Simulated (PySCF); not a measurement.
Two species compared at the same levels of theory.

First species: C5H5FO2S.
Z-matrix (Å and degrees, GFN2-xTB geometry), rows numbered from 1:
```
O 
C   1  1.2002
O   2  1.3339  1  123.44
C   2  1.5069  1  125.00  3   177.89
S   4  1.8359  2  107.34  1   -86.63
C   5  1.7135  4   98.54  2    74.06
C   6  1.2988  5  153.26  4  -162.40
F   7  1.3190  6  149.92  5    -3.95
C   7  1.4901  6   66.03  5  -177.88
H   3  0.9705  2  110.92  1     1.72
H   4  1.0871  2  111.05  1   157.47
H   4  1.0879  2  111.34  1    31.72
H   9  1.0838  6  118.39  7   107.03
H   9  1.0864  6  119.58  7  -106.04
```

Second species: C3HF5S.
Structure used (GFN2-xTB), in Å, numbered top down from 1:
```
atom  x, y, z in Å
F1    -1.2420    0.6349    1.2986
C2    -1.2513    0.4178   -0.0298
F3    -1.1528    1.6263   -0.6280
C4    -0.0936   -0.4645   -0.4526
S5    -0.2497   -1.6095   -1.5680
C6     1.2328   -0.1996    0.2437
F7     2.2582   -0.7082   -0.4404
F8     1.4703    1.1012    0.4069
F9     1.2548   -0.7661    1.4586
H10   -2.2178   -0.0277   -0.3116
```

Levels: PBE0/def2-SVPD for dipole moment, HOMO energy, LUMO energy, HOMO–LUMO gap, static isotropic polarisability and electronic spatial extent ⟨r²⟩ about the centre of nuclear charge; TDDFT PBE0/def2-SVPD for lowest singlet excitation; TDA PBE0/def2-SVPD for lowest triplet excitation (Tamm–Dancoff); GFN2-xTB for rotational constant A and rotational constant C. Geometries: GFN2-xTB. Each species is one conformer at its optimised geometry, gas phase, non-relativistic unless stated. Electronic properties by PySCF.

Dipoles, sizes and rotational constants follow the conformer. The torsions of the flexible species, by atom-mapped SMILES:
- `[O:1]=[C:2]([OH:3])[CH2:4][S:5][C:6]1=[C:7]([F:8])[CH2:9]1`: O1–C2–C4–S5 -87°, C2–C4–S5–C6 74°, C4–S5–C6–C7 -162°, H–O3–C2–O1 2°
- `[F:1][CH:2]([F:3])[C:4](=[S:5])[C:6]([F:7])([F:8])[F:9]`: F1–C2–C4–S5 140°, C2–C4–C6–F7 -161°

(1) Which of the two has the higher S1 energy, and by how much?

(2) Which has the higher rotational constant C?

(3) Which has the higher T1 energy?

(4) Which has the higher dipole moment?

(5) Which has the higher LUMO energy?

(6) Which of the two has the higher static isotropic polarisability, and by how much?

(7) Which has the higher HOMO–LUMO gap?

(8) Which has the higher ⟨r²⟩?

Answers

(1) The first: 4.26 eV against 2.16 eV, a difference of 2.10 eV.

(2) The second: 0.954 GHz against 0.697 GHz, a difference of 0.257 GHz.

(3) The first: 3.72 eV against 1.56 eV, a difference of 2.16 eV.

(4) The first: 2.66 D against 2.13 D, a difference of 0.53 D.

(5) The first: -0.95 eV against -4.04 eV, a difference of 3.09 eV.

(6) The first: 86.3 au against 60.1 au, a difference of 26.2 au.

(7) The first: 5.49 eV against 4.02 eV, a difference of 1.47 eV.

(8) The first: 1572 bohr² against 1192 bohr², a difference of 380 bohr².

On the first: The 8 singlets span 4.26 to 6.44 eV, and their oscillator strengths add up to 0.23. The dipole matches unit charges of opposite sign 0.55 Å apart (1 e·Å = 4.8032 D).

On the second: The principal polarisabilities are 48.6, 57.6 and 74.2 au; their mean is the isotropic value. The vertical singlet–triplet gap S1 − T1 is 0.60 eV (TDDFT singlet less Tamm–Dancoff triplet; S1: HOMO→LUMO, weight 1.00; T1: HOMO→LUMO, weight 0.99).
